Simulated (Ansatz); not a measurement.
ClFGeH3N, SMILES `[NH2][GeH]([F])[Cl]`. The species carries charge 0 and has multiplicity 1.

| atom | x (Å) | y (Å) | z (Å) |
| --- | --- | --- | --- |
| N1 | -0.6340 | -0.9146 | 0.4142 |
| Ge2 | 0.4440 | 0.3157 | -0.3444 |
| F3 | -0.4134 | 1.7612 | -0.7855 |
| Cl4 | 1.8388 | 0.9267 | 1.1439 |
| H5 | -0.9609 | -0.6819 | 1.3413 |
| H6 | -1.4057 | -1.2302 | -0.1564 |
| H7 | 1.1312 | -0.1769 | -1.6130 |

Problem. List the harmonic frequencies (cm⁻¹, unscaled) at PBE0-D4/def2-TZVP in Ansatz. (Estimate.)

Solution. Ansatz gave: 137, 198, 216, 244, 443, 513, 679, 696, 729, 760, 912, 1574, 2227, 3568, 3667.

Problem. Is this a minimum?

Solution. Yes, all 15 modes are real.

Problem. Give the ideal-gas thermochemistry at 298.15 K and 1 bar (rigid rotor, harmonic oscillator; point group C1, symmetry number 1).

Solution. Zero-point energy 99.1 kJ/mol; H(298) − E = 117.5 kJ/mol; entropy 330.5 J/(mol·K), of which translation 170.8, rotation 111.5, vibration 48.2; G(298) − E = 18.9 kJ/mol.

Problem. And at 400, 500, 600, 800 and 1000 K?

Solution. 
| T (K) | H − E (kJ/mol) | S (J/mol/K) | G − E (kJ/mol) |
| --- | --- | --- | --- |
| 400 | 127.3 | 358.9 | -16.2 |
| 500 | 138.0 | 382.7 | -53.3 |
| 600 | 149.4 | 403.5 | -92.7 |
| 800 | 173.7 | 438.4 | -177.0 |
| 1000 | 199.5 | 467.1 | -267.6 |
